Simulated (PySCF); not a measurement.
Ground-state electric properties of a mixed set of molecules.

All values: CAM-B3LYP/def2-SVPD (PySCF) at PBE0-D3(BJ)/def2-SVP geometries, gas phase, one conformer each. Core orbitals are frozen in the response; Δα² is half the sum of the squared differences of the principal polarisabilities. The calculation is non-relativistic, for germanium, arsenic and selenium too.

**Question.** Rank by mean static polarisability, highest first.
A. `c1ccn(c1)[SiH2][SiH3]`
B. `F[C@]12CCC[C@H](C1)C2`
C. `C=C(SC)[Se]C`
D. `[F][GeH2][GeH2][SiH3]`
E. `C#CCCC#N`
F. `[H]/N=C/C=C\C#C`

**Answer.** A (16.19 Å³), C (14.85 Å³), D (14.31 Å³), B (11.33 Å³), F (10.85 Å³), E (9.10 Å³).

**Question.** Rank by vertical ionisation energy (ΔSCF), lowest first.
A. `CB[AsH2]`
B. `[F][GeH2][GeH2][SiH3]`
C. `[SiH3][SiH2]n1cccc1`
D. `[H]/N=C/C=C\C#C`
E. `C#CCCC#N`
F. `F[C@]12CCC[C@H](C1)C2`

**Answer.** C (8.18 eV), D (9.25 eV), A (9.39 eV), B (9.93 eV), F (10.39 eV), E (10.75 eV).

**Question.** Rank by HOMO energy, lowest first.
A. `[F][GeH2][GeH2][SiH3]`
B. `C#CCCC#N`
C. `[SiH3][SiH2]N1C=CC=C1`
D. `[H]/N=C/C=C\C#C`

**Answer.** B (-9.66 eV), A (-9.19 eV), D (-8.46 eV), C (-7.51 eV).

All values together:

```tsv
SMILES	formula	μ (D)	HOMO (eV)	LUMO (eV)	α (Å³)	Δα (Å³)	electrons	α per electron (Å³)	ΔSCF removal energy (eV)
CB[AsH2]	CH6AsB	1.05	-8.39	-0.28	9.21	3.30	50	0.184	9.39
[F][GeH2][GeH2][SiH3]	FGe2H7Si	2.14	-9.19	0.09	14.31	4.61	94	0.152	9.93
F[C@]12CCC[C@H](C1)C2	C7H11F	2.15	-9.65	1.25	11.33	0.91	62	0.183	10.39
[H]/N=C/C=C\C#C	C5H5N	1.97	-8.46	-0.95	10.85	9.55	42	0.258	9.25
[SiH3][SiH2]n1cccc1	C4H9NSi2	1.43	-7.51	0.76	16.19	6.12	68	0.238	8.18
C#CCCC#N	C5H5N	3.59	-9.66	0.85	9.10	6.53	42	0.217	10.75
C=C(SC)[Se]C	C4H8SSe	2.08	-7.51	0.63	14.85	5.42	82	0.181	–
```

Conformers: `[CH3:1][BH:2][AsH2:3]` with C1–B2–As3–H -40° and -138°; `[F:1][GeH2:2][GeH2:3][SiH3:4]` with F1–Ge2–Ge3–Si4 13°; `[H]/[N:6]=[CH:5]/[CH:4]=[CH:3]\[C:2]#[CH:1]` with C3–C4–C5–N6 180°; `[SiH3:1][SiH2:2][n:3]1[cH:4][cH:5][cH:6][cH:7]1` with Si1–Si2–N3–C4 -130°; `[CH:1]#[C:2][CH2:3][CH2:4][C:5]#[N:6]` with C2–C3–C4–C5 180°; `[CH2:1]=[C:2]([S:3][CH3:4])[Se:5][CH3:6]` with C1–C2–S3–C4 -12°, C1–C2–Se5–C6 119°.

A dash marks a removal energy that wasn't run or isn't settled.

**Question.** By how much does the ΔSCF value exceed −ε(HOMO) over the species that have both?

**Answer.** By 0.67 to 1.09 eV, 0.84 eV on average, over 6 species.
